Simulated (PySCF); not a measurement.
F2HS, SMILES F[SH+]F, charge +1. Coordinates come from a TPSSh-D3(BJ)/def2-TZVP optimisation. The isomer is the one that the SMILES or the coordinates give; other isomers of the formula were not compared.

Computed with TPSSh-D3(BJ)/def2-TZVP run with PySCF.

Harmonic wavenumbers (cm⁻¹): 379, 927, 954, 1062, 1071, 2499. Rotational constants (GHz): 27.36, 9.071, 7.146; symmetry number 1.

Problem. Work out the zero-point energy and the ideal-gas rigid-rotor harmonic-oscillator thermochemistry at 298.15 K and 1 atm.

Solution. ZPE = ½ Σ hcν = ½ × 6891 cm⁻¹ = 41.22 kJ/mol. H − E(el) = 52.39 kJ/mol. Entropy in J/(mol K): translation 161.92, rotation 95.06, vibration 5.96, total 262.95. G − E(el) = -26.00 kJ/mol. Cp = 45.94 J/(mol K).
